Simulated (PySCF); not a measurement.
Molecule: Si(Me)2(SMe)2, SMILES CS[Si](C)(C)SC (C₄H₁₂S₂Si). Atoms near the plane z = 1.0 Å, at the GFN2-xTB optimised geometry (x, y, z in Å): Si3 (-0.3, 0.3, 0.0), C4 (-1.0, 2.1, 0.0), C5 (1.6, 0.3, 0.0), S6 (-1.0, -0.7, 1.8), C7 (-0.8, -2.4, 1.3), H12 (-0.8, 2.5, 1.0), H13 (-2.0, 2.1, -0.2), H14 (2.0, -0.7, -0.1), H15 (2.0, 0.7, 0.9), H17 (-1.3, -3.0, 2.1), H18 (-1.3, -2.6, 0.4), H19 (0.2, -2.7, 1.3).

Level of theory: CAM-B3LYP/def2-SVP in PySCF. Cells within 0.4 Å of a nucleus heavier than hydrogen are left out (blank, or x). The values are rescaled to run from 0 to 1.

```
|22222222222222222222222222222|
|22222222222222222222222222222|
|22222222222222222222222222222|
|22222222222333322222222222222|
|22222222223343333222222222222|
|22222222234896433332222222222|
|22222222249999533333222222222|
|22222222349999633333322222222|
|22222222349999543333333222222|
|22222222347997554334433222222|
|22222222235788875457853322222|
|22111112235899997599995322222|
|21111111247999999799995322222|
|11111100149999999799994322222|
|11111000169999998689853222222|
|11110000299999996555432222222|
|11110000399999975333332222222|
|11111000399999954333332222222|
|11111111379999853333332222222|
|11111112379999964333332222222|
|21111122499999997433332222222|
|222222224999x9999643332222222|
|22222222489999999643322222222|
|22222222359999997433322222222|
|22222222334665454333222222222|
|22222222233333333332222222222|
|22222222222232222222222222222|
|22222222222222222222222222222|
|22222222222222222222222222222|
```
Scale: ten equal steps from 0.000 (start of '0') to 1.00 (end of '9'), in the order '0123456789'; x runs from -5.00 to 5.00, y from -5.00 (bottom) to 5.00 (top).

Problem. Which quantity is mapped?
(A) an orbital amplitude
(B) electron localisation function
(C) Laplacian of the electron density
(D) electrostatic potential

Solution. D, electrostatic potential. In full: electrostatic potential (hartree/e), clipped to [-0.08, 0.12].
